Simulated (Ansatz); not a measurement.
Start from `C=C[NH][GeH3]` and change one atom or group to get `B[N]([GeH3])C=C`.

Ansatz, PBE0-D4/def2-TZVP geometries, multiplicity 1. Each molecule was computed in one conformer, which needn't be the lowest.

Scalar relativity is left out up to krypton.

```tsv
property	`C=C[NH][GeH3]`
HOMO–LUMO gap (PBE0/def2-TZVPP) / eV	6.33
LUMO energy (B3LYP/def2-TZVPP) / eV	0.15
HOMO energy (PBE0/def2-TZVPP) / eV	-5.92
LUMO energy (PBE0/def2-TZVPP) / eV	0.40
size of the dipole moment (PBE/def2-TZVPP) / D	1.33
HOMO–LUMO gap (PBE/def2-TZVPP) / eV	4.37
```

Problem. Give the same properties after the change, and the shifts. (Best estimate.)

Solution. Ansatz gave: 
```json
{"property": "HOMO–LUMO gap (PBE0/def2-TZVPP) / eV", "`B[N]([GeH3])C=C`": "6.35", "shift": "0.02"}
{"property": "LUMO energy (B3LYP/def2-TZVPP) / eV", "`B[N]([GeH3])C=C`": "-0.78", "shift": "-0.93"}
{"property": "HOMO energy (PBE0/def2-TZVPP) / eV", "`B[N]([GeH3])C=C`": "-6.91", "shift": "-0.99"}
{"property": "LUMO energy (PBE0/def2-TZVPP) / eV", "`B[N]([GeH3])C=C`": "-0.56", "shift": "-0.96"}
{"property": "size of the dipole moment (PBE/def2-TZVPP) / D", "`B[N]([GeH3])C=C`": "1.28", "shift": "-0.05"}
{"property": "HOMO–LUMO gap (PBE/def2-TZVPP) / eV", "`B[N]([GeH3])C=C`": "4.37", "shift": "0.00"}
```

Dipoles are sizes alone; their direction can turn.

B3LYP here is the variant with VWN-RPA as its local correlation; programs differ in this.
